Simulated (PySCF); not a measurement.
H₄OPbSi, SMILES [SiH3][Pb][OH] (connectivity only; charge and spin as stated), neutral, multiplicity 1.

Coordinates come from a PBE0-D3(BJ)/def2-SVP optimisation. The def2 effective core potentials stand for the cores of Pb; spin–orbit coupling is left out. One conformer was computed; it need not be the lowest.

Computed with C-PCM-PBE0/def2-SVP in PySCF.

The values are the electrostatic part of the solvation free energy, E(continuum) − E(gas) at the gas-phase geometry, in a cavity of scaled van der Waals radii (PySCF's table); cavitation and dispersion terms are not included. A continuum can't describe solvent molecules that bind to the metal. In vacuum the orbital gap is 3.73 eV. The dipole moment in vacuum is 1.87 D.

### Question
Estimate the values in water (ε = 78.36), acetonitrile (ε = 35.69), ethanol (ε = 24.85). (Estimate from the structure and the level; the computed values follow.)

### Answer

```tsv
solvent	ε	ΔG(elec) (kcal/mol)	dipole (D)	gap (eV)
water	78.36	-7.3	2.77	4.01
acetonitrile	35.69	-7.2	2.75	4.01
ethanol	24.85	-7.1	2.74	4.00
```
